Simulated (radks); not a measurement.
Spherical jellium clusters: N electrons in a uniform positive sphere of charge N and radius rs N^(1/3), rs = 4.34 bohr. Calculated with a radial shooting solver with Libxc functionals: non-relativistic Kohn-Sham, LDA (Slater exchange, Perdew-Wang correlation), spin-polarised, spherical densities. Levels are named by radial order and angular momentum (1s, 1p, 1d, 2s, ...), and open shells are averaged over m.

N = 10, configuration 1s2 1p6 1d(up 2, down 0). This is the lowest configuration that the search found. Occupied and some empty levels:

level,occupation,eigenvalue (eV),<r> (bohr)
1s up,1,-4.3862,6.139
1s down,1,-4.2167,5.999
1p up,3,-3.4511,7.300
1p down,3,-3.2377,7.267
1d up,2,-2.2831,8.303
1d down,0,-2.0606,8.357
2s up,0,-1.7662,7.729
2s down,0,-1.6550,7.852
1f up,0,-0.99481,9.474
1f down,0,-0.79259,9.669
2p up,0,-0.68664,10.78
2p down,0,-0.59094,11.11

Energy (eV): total -17.5927, kinetic 15.146, external -343.00, Hartree 168.95, exchange-correlation -33.302, background 174.61.
